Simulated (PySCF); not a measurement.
# Exercise with solution: entropy of an ideal gas

F₅Te, SMILES F[Te](F)(F)(F)F, multiplicity 2.

The structure is a stationary point at PBE-D3(BJ)/def2-SVP. The isomer is the one that the SMILES or the coordinates give; other isomers of the formula were not compared. The def2 effective core potentials stand for the cores of Te; spin–orbit coupling is left out.

PySCF with PBE-D3(BJ)/def2-SVP gives the harmonic wavenumbers 106, 171, 171, 195, 231, 242, 242, 560, 560, 585, 585, 660 cm⁻¹ and the rotational temperatures 0.1154, 0.1154, 0.0831 K. The molar mass is 222.59 g/mol, the symmetry number 4, the spin multiplicity 2.

### Question
Work out the entropy at 298.15 K and 1 atm in the rigid-rotor, harmonic-oscillator model.

### Answer

Translation (Sackur–Tetrode at 1 atm): S = R[1.5 ln M + 2.5 ln T − 1.16487] = 176.2 J/(mol K).
Rotation: q = (√π/σ) T^1.5/√(θA θB θC) = 68600, S = R[ln q + 3/2] = 105.1 J/(mol K).
Vibration: with u = 1.4388 ν/T, each mode gives R[u/(e^u − 1) − ln(1 − e^−u)]:
```
ν (cm⁻¹)  modes     u  S (J/(mol K))
--------  -----  ----  -------------
106           1  0.51          13.98
171           2  0.83          20.29
195           1  0.94           9.12
231           1  1.11           7.83
242           2  1.17          14.96
560           2  2.70           4.38
585           2  2.82           3.98
660           1  3.18           1.49
```
These are all the modes. Sum 76.0 J/(mol K).
Spin: R ln 2 = 5.8 J/(mol K).
Total 363.0 J/(mol K); the program's own thermochemistry gives 363.0. Translation makes up 49 % and vibration 21 %. Anharmonicity, hindered rotation and orbital degeneracy are left out.
